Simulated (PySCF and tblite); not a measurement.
Values are calculated unless marked as measured or tabulated.
C7H7NO, numbered as in [CH2:1]=[CH:2][c:3]1[cH:4][o:5][n:6][c:7]1[CH:8]=[CH2:9].

Search: ETKDG and KDG, MMFF94s, GFN2-xTB, 90 starts; geometries at GFN2-xTB. Free energies are PBE0-D3(BJ)/pcSseg-1 single points with GFN2-xTB rigid-rotor and vibrational terms (modes under about 100 cm⁻¹ blended into free rotors). Symmetry numbers and mirror images are counted. Conformers within 2.5 kcal/mol (GFN2-xTB free energy) were kept, 5 at most. Of two unlike H on one atom, a is the less shielded (PBE0/pcSseg-1). Codes: tblite and PySCF.

An NOE distance is ⟨r⁻⁶⟩^(−1/6) over all pairs of like atoms and, for the average, over conformers.

Torsions listed: C1–C2–C3–C4, N6–C7–C8–C9. Of a mirror pair one member is shown.

| conformer | shape | weight % |
| --- | --- | --- |
| 1 | 26°, -152° | 43.2 |
| 2 | 150°, -20° | 34.6 |
| 3 | 0°, 0° | 17.8 |
| 4 | 145°, 149° | 4.4 |

Problem. Which H–H contacts under 3.5 Å would NOEs report (pairs on one atom left out) at 298.15 K?

Solution. 
```
      pair  in 1 (Å)  in 2 (Å)  in 3 (Å)  in 4 (Å)  average (Å)
H1b ··· H2      2.44      2.43      2.43      2.43         2.43
H8 ··· H9b      2.44      2.46      2.45      2.44         2.45
H2 ··· H9a      2.29      6.09      4.95      3.63         2.63
H1a ··· H8      6.08      2.27      4.98      3.71         2.71
H1a ··· H4      2.64      4.74      2.51      4.70         2.81
 H2 ··· H8      3.99      3.95      2.23      5.34         2.91
H1a ··· H2      3.06      3.06      3.06      3.06         3.06
H8 ··· H9a      3.07      3.06      3.06      3.07         3.06
 H2 ··· H4      4.00      2.87      4.07      2.83         3.25
```

Longer pairs under the limit may be missing.


Conformer gaps in pcSseg-1 on xTB geometries can be 2 kcal/mol off for S=O, P=O and other polar bonds.